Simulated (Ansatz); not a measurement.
Consider the substitution at a C–Si bond: `C#CC(=C)[SiH3]` + CH₃SH → `C#CC(=C)SC` + SiH₄.

Isolated molecules relaxed with PBE0-D4/def2-TZVP in Ansatz; ΔE leaves out vibrations. CCSD(T)/CBS is the MP2 limit (def2-TZVPP, def2-QZVPP) plus CCSD(T) − MP2 in def2-TZVPP, frozen cores. This one scheme is used for every species. DFT in def2-TZVPP. B3LYP here is the variant with VWN-RPA as its local correlation; programs differ in this. Each species was taken in one conformer, which may not be the lowest.

`C#CC(=C)[SiH3]`:

Cartesian coordinates in Å:
```
C -0.144 1.749 -1.849
C -0.071 0.782 -1.135
C 0.013 -0.295 -0.215
C 0.082 -1.571 -0.615
Si 0.024 0.155 1.608
H -0.208 2.590 -2.498
H 0.145 -2.379 0.105
H 0.076 -1.840 -1.666
H -1.223 0.879 1.961
H 1.185 1.032 1.909
H 0.120 -1.102 2.395
```

CH₃SH:

Z-matrix (Å, degrees):
```
C
S 1 1.806
H 1 1.089 2 111.5
H 1 1.089 2 111.5 3 -123.8
H 1 1.090 2 106.2 3 118.1
H 2 1.342 1 97.1 3 61.9
```

`C#CC(=C)SC`:

```xyz
12

C    -1.662   -1.540   -0.156
C    -0.970   -0.603   -0.455
C    -0.125    0.496   -0.761
C     0.069    0.922   -2.014
S     0.584    1.380    0.593
C     0.964    0.061    1.753
H    -2.283   -2.369    0.088
H    -0.456    0.460   -2.839
H     0.738    1.748   -2.222
H     1.350    0.555    2.645
H     1.725   -0.610    1.356
H     0.066   -0.499    2.013
```

SiH₄:

Cartesian coordinates in Å:
```
Si 0.000 0.000 0.000
H 0.689 -0.317 -1.276
H -0.487 -1.256 0.625
H -1.151 0.898 -0.269
H 0.949 0.675 0.920
```

Problem. Is it downhill or uphill in electronic energy at CCSD(T)/CBS, and by how much? (An estimate is asked.)

Solution. Computed: Uphill: ΔE = +31.9 kJ/mol.

Problem. What do these levels give: r2SCAN-D4, ωB97M-V, B2PLYP, PBE, r2SCAN, B3LYP, CCSD/def2-TZVPP, CCSD(T)/def2-TZVPP, SCS-MP2/def2-QZVPP, HF/CBS(def2), MP2/CBS(def2), CCSD/CBS(def2)? (Estimate.)

Solution. Computed: r2SCAN-D4 26.6, ωB97M-V 32.2, B2PLYP 31.3, PBE 26.4, r2SCAN 27.5, B3LYP 33.3, CCSD/def2-TZVPP 35.4, CCSD(T)/def2-TZVPP 31.5, SCS-MP2/def2-QZVPP 29.9, HF/CBS(def2) 45.3, MP2/CBS(def2) 27.0, CCSD/CBS(def2) 35.8 kJ/mol.

Largest T1 diagnostic among the species: 0.013.

The D4 term adds −4.6 kJ/mol with B3LYP and −2.6 kJ/mol with PBE0; it sums over pairs of atoms, weighted by their polarisabilities, and B3LYP, whose exchange is more repulsive, gets the larger term. From PBE to PBE0 (25 % exact exchange), in def2-TZVPP and without D4, ΔE moves by +4.5 kJ/mol. In def2-TZVPP, CCSD(T) changes the Hartree–Fock value by −13.3 kJ/mol (the triples alone add −4.0 kJ/mol) and MP2 by −18.2 kJ/mol.
